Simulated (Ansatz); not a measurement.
Cost and result for the atomization energy of `FCC(F)CC(F)F` (14 atoms, 13 bonds).

```xyz
14

F     0.923    2.871   -0.096
C     0.209    1.855    0.494
C     0.449    0.558   -0.228
F     1.767    0.171   -0.031
C    -0.459   -0.543    0.275
C    -0.245   -1.839   -0.461
F    -1.050   -2.797    0.065
F    -0.592   -1.693   -1.768
H    -0.854    2.112    0.456
H     0.529    1.771    1.538
H     0.320    0.710   -1.305
H    -1.507   -0.258    0.148
H    -0.277   -0.718    1.339
H     0.786   -2.201   -0.426
```

Charge 0, multiplicity 1. The geometry is a stationary point of PBE0-D4/def2-TZVP. It is one conformer, not always the lowest. Program: Ansatz. All runs use 2 threads of an AMD EPYC 7R13 on a shared host and a share of an NVIDIA H100 80 GB. Times are those of one run each, without the atoms' runs, and a repeat can differ threefold. Electronic energies, without spin–orbit coupling; frozen cores. CCSD(T)/CBS adds CCSD(T) − MP2 in def2-TZVPP to the MP2 limit, and its time is that of the two runs behind it. T1 = 0.011. B3LYP takes the VWN-RPA correlation (the form of Gaussian; ORCA's B3LYP/G).

CCSD(T)/CBS is a level of theory with its own doubt, some kJ/mol a heavy atom from the limit and from the frozen cores, so smaller differences don't rank the functionals.

```json
{"level": "PBE0-D4/def2-TZVPP", "functions": "332", "wall time": "2.7 s", "atomization (kcal/mol)": "1352.8", "difference from CCSD(T)/CBS": "9.5", "per bond": "0.7"}
{"level": "B3LYP-D4/def2-TZVPP (with forces)", "functions": "332", "wall time": "3 s", "atomization (kcal/mol)": "1339.1", "difference from CCSD(T)/CBS": "-4.2", "per bond": "-0.3"}
{"level": "BHLYP-D4/def2-TZVPP", "functions": "332", "wall time": "4.3 s", "atomization (kcal/mol)": "1288.6", "difference from CCSD(T)/CBS": "-54.7", "per bond": "-4.2"}
{"level": "CAM-B3LYP-D4/def2-TZVPP", "functions": "332", "wall time": "4.6 s", "atomization (kcal/mol)": "1353.2", "difference from CCSD(T)/CBS": "9.9", "per bond": "0.8"}
{"level": "CCSD(T)/def2-SVP", "functions": "142", "wall time": "7 s", "atomization (kcal/mol)": "1284.8", "difference from CCSD(T)/CBS": "-58.5", "per bond": "-4.5"}
{"level": "MP2/def2-QZVPP", "functions": "636", "wall time": "7.5 s", "atomization (kcal/mol)": "1366.4", "difference from CCSD(T)/CBS": "23.1", "per bond": "1.8"}
{"level": "BLYP-D4/def2-TZVPP", "functions": "332", "wall time": "8.5 s", "atomization (kcal/mol)": "1343.8", "difference from CCSD(T)/CBS": "0.5", "per bond": "0.0"}
{"level": "PBE-QIDH/def2-TZVPP", "functions": "332", "wall time": "8.5 s", "atomization (kcal/mol)": "1339.0", "difference from CCSD(T)/CBS": "-4.3", "per bond": "-0.3"}
{"level": "revPBE-D4/def2-TZVPP", "functions": "332", "wall time": "11 s", "atomization (kcal/mol)": "1344.7", "difference from CCSD(T)/CBS": "1.4", "per bond": "0.1"}
{"level": "PBE-D4/def2-TZVPP (with forces)", "functions": "332", "wall time": "15 s", "atomization (kcal/mol)": "1388.2", "difference from CCSD(T)/CBS": "44.9", "per bond": "3.5"}
{"level": "r2SCAN-D4/def2-TZVPP (with forces)", "functions": "332", "wall time": "15 s", "atomization (kcal/mol)": "1349.6", "difference from CCSD(T)/CBS": "6.3", "per bond": "0.5"}
{"level": "CCSD(T)/def2-TZVPP", "functions": "332", "wall time": "18 s", "atomization (kcal/mol)": "1309.9", "difference from CCSD(T)/CBS": "-33.4", "per bond": "-2.6"}
{"level": "CCSD(T)/CBS(def2)", "functions": "–", "wall time": "25 s", "atomization (kcal/mol)": "1343.3", "difference from CCSD(T)/CBS": "0.0", "per bond": "0.0"}
```

From BLYP to BHLYP (50 % exact exchange), in def2-TZVPP and without D4, the atomization energy moves by −48.2 kcal/mol: exact exchange takes away binding that semilocal exchange gives to molecules. At CCSD(T), def2-SVP lies −58.5 kcal/mol from the extrapolated value and def2-TZVPP −33.3 kcal/mol: correlation converges slowly with the basis, and small sets miss more of it in the bonded molecule than in its fragments. In def2-TZVPP, CCSD(T) changes the Hartree–Fock value by +342.5 kcal/mol (the triples alone add +22.0 kcal/mol) and MP2 by +379.4 kcal/mol; breaking electron pairs costs correlation energy, which Hartree–Fock lacks.
